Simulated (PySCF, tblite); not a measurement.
Isomers of C4H7FOSi, one GFN2-xTB conformer each. Single-point energies are computed at PBE0/pcSseg-1 (PySCF, gas phase, no added dispersion term), electronic only.

| SMILES | GFN2-xTB relative energy (kJ/mol) |
| --- | --- |
| C=CC(=O)[Si@@H](C)F | 0.0 |
| C=C(C=O)[SiH2]CF | 166.0 |
| O=C(/C=C/F)C[SiH3] | 93.1 |

Conformers: `[CH2:1]=[CH:2][C:3](=[O:4])[Si@@H:5]([CH3:6])[F:7]` with C1–C2–C3–O4 6°, C2–C3–Si5–C6 -106°; `[CH2:1]=[C:2]([CH:3]=[O:4])[SiH2:5][CH2:6][F:7]` with C1–C2–C3–O4 180°, C1–C2–Si5–C6 -120°, C2–Si5–C6–F7 166°; `[O:1]=[C:2](/[CH:3]=[CH:4]/[F:5])[CH2:6][SiH3:7]` with O1–C2–C3–C4 0°, O1–C2–C6–Si7 0°.

Q: What does PBE0/pcSseg-1 give for the same structures?

A: 
| SMILES | PBE0/pcSseg-1 E (Eh) | PBE0/pcSseg-1 (kJ/mol) | GFN2-xTB (kJ/mol) | point group |
| --- | --- | --- | --- | --- |
| C=CC(=O)[Si@@H](C)F | -620.69998 | 0.0 | 0.0 | C1 |
| O=C(/C=C/F)C[SiH3] | -620.63297 | 175.9 | 93.1 | Cs |
| C=C(C=O)[SiH2]CF | -620.62131 | 206.5 | 166.0 | C1 |

Both levels put the same isomer lowest; measured from each level's own lowest isomer, the values differ by up to 82.8 kJ/mol (O=C(/C=C/F)C[SiH3]: 93.1 against 175.9). As drawn, the lowest has an Si–F bond, which the highest lacks.

Q: Which frontier levels, dipoles and rotational constants go with these structures?

A: 
```tsv
SMILES	HOMO (eV, PBE0/pcSseg-1)	LUMO (eV)	dipole (D)	A, B, C (MHz)
C=CC(=O)[Si@@H](C)F	-7.03	-2.25	1.24	3473, 1380, 1136
O=C(/C=C/F)C[SiH3]	-7.79	-1.76	1.96	8985, 815.4, 757.7
C=C(C=O)[SiH2]CF	-7.89	-2.24	4.08	3408, 1313, 1057
```

Q: What happens when harmonic zero-point energies from GFN2-xTB frequencies are added?

A: 
| SMILES | ZPE (kJ/mol) | electronic (kJ/mol) | with ZPE (kJ/mol) |
| --- | --- | --- | --- |
| C=CC(=O)[Si@@H](C)F | 256.2 | 0.0 | 0.0 |
| O=C(/C=C/F)C[SiH3] | 246.0 | 175.9 | 165.7 |
| C=C(C=O)[SiH2]CF | 249.2 | 206.5 | 199.5 |

The zero-point energies span 10.2 kJ/mol. The order is unchanged.
